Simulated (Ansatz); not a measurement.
System: tribromo(chloro)germane, sum formula GeBr₃Cl (charge 0, singlet). SMILES: [Cl][Ge]([Br])([Br])[Br]
Geometry from a B3LYP-D3(BJ)/def2-TZVP (Ansatz, an electronic-structure program) optimisation:
```xyz
5

Cl    -0.0238     0.0989     2.4149
Ge    -0.0027     0.0112     0.2731
Br     2.0502    -0.7499    -0.4242
Br    -1.6519    -1.4245    -0.4330
Br    -0.3843     2.1161    -0.5655
```

Property: vertical ionisation energy (to the doublet state of charge +1; each state is the SCF solution reached for its spin; the molecule has degenerate orbitals, so one determinant may break the symmetry), in eV. Cores are frozen in the correlated levels unless marked. UHF or UKS for open shells. No spin-orbit coupling. The frozen core is the preceding noble-gas configuration, with the filled d and f shells of earlier blocks. No relativistic terms. CBS marks a two-point X^-3 extrapolation of the correlation energy; Hartree-Fock from the larger set. [CCSD(T)-MP2]/basis is that difference in the basis named.

RI-MP2/CBS(def2-TZVPPD,def2-QZVPPD)+[CCSD(T)-MP2]/def2-TZVPPD (Ansatz) gives 11.27 eV.

### Question
Another calculation gave 10.11 eV. Which level was it?
A. PBE/def2-TZVPD (Ansatz)
B. wB97X-V/def2-TZVPD (Ansatz)
C. B3LYP/def2-TZVPD (Ansatz)
D. CAM-B3LYP/def2-TZVPD (Ansatz)

### Answer
A, PBE/def2-TZVPD (Ansatz). The others give 11.24 (wB97X-V), 10.55 (B3LYP), 11.01 (CAM-B3LYP) eV.
